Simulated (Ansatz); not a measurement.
Reaction (cleavage of the Sn–Si bond): `[SiH3][SnH2][Cl]` + HI → `[Cl][SnH2][I]` + SiH₄

Gas-phase electronic energies from Ansatz, PBE0-D4/def2-TZVP geometries. CBS: MP2 limit from def2 TZ/QZ plus the TZ coupled-cluster correction, frozen cores. This one scheme is used for every species. DFT in def2-TZVPP. B3LYP here is the variant with VWN-RPA as its local correlation; programs differ in this. def2 core potentials past Kr. For I, Sn outer-core shells are correlated without core-valence functions, which leaves a few kJ/mol of doubt a bond.

Q: Is it downhill or uphill in electronic energy at CCSD(T)/CBS, and by how much? (Estimate.)

A: Computed: Downhill: ΔE = -86.0 kJ/mol.

Q: What do these levels give: LDA (SPW92), B97M-V, B3LYP-D4, r2SCAN0-D4, r2SCAN, PBE0, r2SCAN0, RPA@PBE/def2-TZVPP, HF/def2-SVP, MP2/def2-TZVPP, SCS-MP2/def2-TZVPP, MP2/def2-QZVPP? (An estimate is asked.)

A: Ansatz gave: LDA (SPW92) -66.5, B97M-V -77.7, B3LYP-D4 -81.5, r2SCAN0-D4 -82.3, r2SCAN -80.9, PBE0 -76.8, r2SCAN0 -82.6, RPA@PBE/def2-TZVPP -73.3, HF/def2-SVP -96.3, MP2/def2-TZVPP -85.8, SCS-MP2/def2-TZVPP -85.9, MP2/def2-QZVPP -92.0 kJ/mol.

Largest T1 diagnostic among the species: 0.012.

In def2-TZVPP, CCSD(T) changes the Hartree–Fock value by +22.3 kJ/mol (the triples alone add +0.6 kJ/mol) and MP2 by +12.7 kJ/mol. Leaving LDA and LC-ωPBE aside and taking each functional with its dispersion term where it has one, the values, not all of them listed here, spread over 16.4 kJ/mol, from BHLYP-D4 to PBE-D4. LDA lies +6.0 kJ/mol from PBE without D4. From BLYP to BHLYP (50 % exact exchange), in def2-TZVPP and without D4, ΔE moves by −8.8 kJ/mol.
